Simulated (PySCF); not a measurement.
In(Me)2(NHMe) (C₃H₁₀InN), SMILES C[NH][In]([CH3])[CH3].

Coordinates come from a r2SCAN-D4/def2-SVP optimisation. The def2 effective core potentials stand for the cores of In; spin–orbit coupling is left out. The values are those of a single conformer.

Computed with PySCF 2.14.0 with r2SCAN-D4/def2-SVP.

Frequencies are harmonic and unscaled.

Q: Estimate the vibrational spectrum. (The exact figures need the calculation; the answer reports its results.)

A: 
```json
[
 {"mode": "1", "ν (cm⁻¹)": "18", "IR (km/mol)": "0.1", "moving atoms (share of kinetic energy)": "H 99 %"},
 {"mode": "2", "ν (cm⁻¹)": "40", "IR (km/mol)": "0.1", "moving atoms (share of kinetic energy)": "H 97 %"},
 {"mode": "3", "ν (cm⁻¹)": "91", "IR (km/mol)": "2.0", "moving atoms (share of kinetic energy)": "C 57 %, H 28 %, In 13 %"},
 {"mode": "4", "ν (cm⁻¹)": "104", "IR (km/mol)": "0.3", "moving atoms (share of kinetic energy)": "C 48 %, H 30 %, In 21 %"},
 {"mode": "5", "ν (cm⁻¹)": "108", "IR (km/mol)": "2.6", "moving atoms (share of kinetic energy)": "C 60 %, H 30 %, In 9 %"},
 {"mode": "6", "ν (cm⁻¹)": "119", "IR (km/mol)": "8.6", "moving atoms (share of kinetic energy)": "N 56 %, H 25 %, C 13 %"},
 {"mode": "7", "ν (cm⁻¹)": "149", "IR (km/mol)": "1.0", "moving atoms (share of kinetic energy)": "H 96 %"},
 {"mode": "8", "ν (cm⁻¹)": "253", "IR (km/mol)": "9.1", "moving atoms (share of kinetic energy)": "C 37 %, N 30 %, H 23 %, In 10 %"},
 {"mode": "9", "ν (cm⁻¹)": "472", "IR (km/mol)": "82.1", "moving atoms (share of kinetic energy)": "H 92 %"},
 {"mode": "10", "ν (cm⁻¹)": "474", "IR (km/mol)": "5.2", "moving atoms (share of kinetic energy)": "C 77 %, H 19 %"},
 {"mode": "11", "ν (cm⁻¹)": "513", "IR (km/mol)": "38.2", "moving atoms (share of kinetic energy)": "C 65 %, H 18 %, In 17 %"},
 {"mode": "12", "ν (cm⁻¹)": "531", "IR (km/mol)": "52.3", "moving atoms (share of kinetic energy)": "N 59 %, H 18 %, In 13 %, C 10 %"},
 {"mode": "13", "ν (cm⁻¹)": "652", "IR (km/mol)": "3.6", "moving atoms (share of kinetic energy)": "H 86 %, C 14 %"},
 {"mode": "14", "ν (cm⁻¹)": "676", "IR (km/mol)": "30.8", "moving atoms (share of kinetic energy)": "H 83 %, C 15 %"},
 {"mode": "15", "ν (cm⁻¹)": "696", "IR (km/mol)": "32.8", "moving atoms (share of kinetic energy)": "H 82 %, C 16 %"},
 {"mode": "16", "ν (cm⁻¹)": "729", "IR (km/mol)": "79.4", "moving atoms (share of kinetic energy)": "H 81 %, C 18 %"},
 {"mode": "17", "ν (cm⁻¹)": "1066", "IR (km/mol)": "16.4", "moving atoms (share of kinetic energy)": "H 87 %, C 11 %"},
 {"mode": "18", "ν (cm⁻¹)": "1125", "IR (km/mol)": "0.5", "moving atoms (share of kinetic energy)": "H 76 %, C 19 %"},
 {"mode": "19", "ν (cm⁻¹)": "1141", "IR (km/mol)": "99.7", "moving atoms (share of kinetic energy)": "N 47 %, C 39 %, H 14 %"},
 {"mode": "20", "ν (cm⁻¹)": "1167", "IR (km/mol)": "0.6", "moving atoms (share of kinetic energy)": "H 81 %, C 19 %"},
 {"mode": "21", "ν (cm⁻¹)": "1171", "IR (km/mol)": "6.0", "moving atoms (share of kinetic energy)": "H 82 %, C 17 %"},
 {"mode": "22", "ν (cm⁻¹)": "1364", "IR (km/mol)": "11.3", "moving atoms (share of kinetic energy)": "H 72 %, N 17 %, C 11 %"},
 {"mode": "23", "ν (cm⁻¹)": "1427", "IR (km/mol)": "0.0", "moving atoms (share of kinetic energy)": "H 95 %"},
 {"mode": "24", "ν (cm⁻¹)": "1427", "IR (km/mol)": "8.0", "moving atoms (share of kinetic energy)": "H 94 %"},
 {"mode": "25", "ν (cm⁻¹)": "1432", "IR (km/mol)": "4.3", "moving atoms (share of kinetic energy)": "H 95 %"},
 {"mode": "26", "ν (cm⁻¹)": "1434", "IR (km/mol)": "3.7", "moving atoms (share of kinetic energy)": "H 95 %"},
 {"mode": "27", "ν (cm⁻¹)": "1441", "IR (km/mol)": "36.4", "moving atoms (share of kinetic energy)": "H 87 %, C 13 %"},
 {"mode": "28", "ν (cm⁻¹)": "1457", "IR (km/mol)": "0.7", "moving atoms (share of kinetic energy)": "H 97 %"},
 {"mode": "29", "ν (cm⁻¹)": "1492", "IR (km/mol)": "6.7", "moving atoms (share of kinetic energy)": "H 97 %"},
 {"mode": "30", "ν (cm⁻¹)": "2946", "IR (km/mol)": "189.2", "moving atoms (share of kinetic energy)": "H 97 %"},
 {"mode": "31", "ν (cm⁻¹)": "2996", "IR (km/mol)": "62.4", "moving atoms (share of kinetic energy)": "H 91 %, C 9 %"},
 {"mode": "32", "ν (cm⁻¹)": "3043", "IR (km/mol)": "19.0", "moving atoms (share of kinetic energy)": "H 97 %"},
 {"mode": "33", "ν (cm⁻¹)": "3045", "IR (km/mol)": "4.8", "moving atoms (share of kinetic energy)": "H 97 %"},
 {"mode": "34", "ν (cm⁻¹)": "3087", "IR (km/mol)": "26.3", "moving atoms (share of kinetic energy)": "H 91 %, C 9 %"},
 {"mode": "35", "ν (cm⁻¹)": "3155", "IR (km/mol)": "3.3", "moving atoms (share of kinetic energy)": "H 91 %, C 9 %"},
 {"mode": "36", "ν (cm⁻¹)": "3155", "IR (km/mol)": "5.2", "moving atoms (share of kinetic energy)": "H 91 %, C 9 %"},
 {"mode": "37", "ν (cm⁻¹)": "3164", "IR (km/mol)": "5.4", "moving atoms (share of kinetic energy)": "H 90 %, C 10 %"},
 {"mode": "38", "ν (cm⁻¹)": "3166", "IR (km/mol)": "5.3", "moving atoms (share of kinetic energy)": "H 90 %, C 10 %"},
 {"mode": "39", "ν (cm⁻¹)": "3569", "IR (km/mol)": "4.1", "moving atoms (share of kinetic energy)": "H 93 %"}
]
```
